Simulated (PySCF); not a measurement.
C4H5FO, SMILES CC1=C(F)CO1. Heavy atoms are numbered as in [CH3:1][C:2]1=[C:3]([F:4])[CH2:5][O:6]1. Hydrogens are named by the atom that carries them.

Geometry optimised at r2SCAN-D4/def2-SVP.

Calculation: PySCF with r2SCAN/def2-TZVP.

ESP charges are fitted to the potential on shells at 1.4 to 2.0 van der Waals radii. Atomic charges (e), one atom of each kind:

| atom | Mulliken | ESP fit | IAO |
|---|---|---|---|
| C1 (CH3) | -0.34 | -0.67 | -0.45 |
| C2 | 0.18 | 0.34 | 0.16 |
| C3 | 0.05 | -0.04 | 0.17 |
| F4 | -0.20 | -0.12 | -0.25 |
| C5 (CH2) | 0.05 | -0.05 | -0.07 |
| O6 | -0.33 | -0.32 | -0.39 |
| H on C1 | 0.13 | 0.20 | 0.17 |
| H on C5 | 0.10 | 0.12 | 0.16 |

Computed Mayer and Wiberg (Löwdin basis) orders of the bonds:
```
bond   Mayer  Wiberg
-----  -----  ------
C1–C2   0.94    1.33
C2–C3   1.71    1.78
C3–F4   1.05    1.78
C3–C5   1.08    1.20
C2–O6   0.98    1.41
C5–O6   0.95    1.31
```
